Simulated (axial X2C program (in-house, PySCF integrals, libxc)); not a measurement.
**Testing model relations on SbF⁻**

A bond curve at the B97-3 level, two-component, was computed with an in-house all-electron X2C program for linear molecules (integrals from PySCF) (basis Sb dyall-acv3z [12s13p9d5f1g], F dyall-av3z [7s6p3d2f] (cores contracted in-house)) for the state Ω = 3/2 (⟨Sz⟩ = 0.51, ⟨Lz⟩ = 0.99 at B97-3). Its fit gives Re = 2.0271 Å, ωe = 463.8 cm⁻¹, ωexe = 3.17 cm⁻¹ and αe = 2.140e-03 cm⁻¹; the masses are 120.9038 and 18.9984 u. Two-component means X2C with spin–orbit coupling and atomic mean-field Coulomb and Gaunt terms.

(1) Find the reduced mass, Be and the force constant.

(2) Estimate the centrifugal constant by the Kratzer relation.

(3) Where do the fundamental and the first overtone lie?

(4) A Morse curve ties αe to the other constants (Pekeris). How well does that hold?

(5) Estimate De from a Morse curve and compare with the computed well depth of 2.035 eV to Sb + F-.

The state is one determinant whose occupation by symmetry is held fixed; it was picked as the lowest of a PBE0 search that is not exhaustive. De is counted from the lowest determinant-based energies of the atoms at the same level, without counterpoise correction. Density functionals use the spin component along the axis (collinear). Without a current term, density functionals place determinants with orbital angular momentum somewhat too high. The highest occupied level of some functionals is positive through self-interaction error; at Hartree–Fock it is bound.

Answers

(1) From the B97-3 values: μ = 16.4185 u. Be = 16.8576/(μ Re²) = 0.2499 cm⁻¹. k = 5.8918×10⁻⁷ μ ωe² = 2.08 mdyn/Å.

(2) D = 4Be³/ωe² = 2.90e-07 cm⁻¹.

(3) ν(1←0) = ωe − 2ωexe = 457.5 cm⁻¹; ν(2←0) = 2ωe − 6ωexe = 908.6 cm⁻¹.

(4) αe(Morse) = 6Be²/ωe × (√(ωexe/Be) − 1) = 2.069e-03 cm⁻¹; the B97-3 curve gives 2.140e-03 cm⁻¹, a ratio of 0.97.

(5) De(Morse) = ωe²/(4ωexe) = 2.103 eV against 2.035 eV computed, a ratio of 1.03. For De the Morse form works well here.
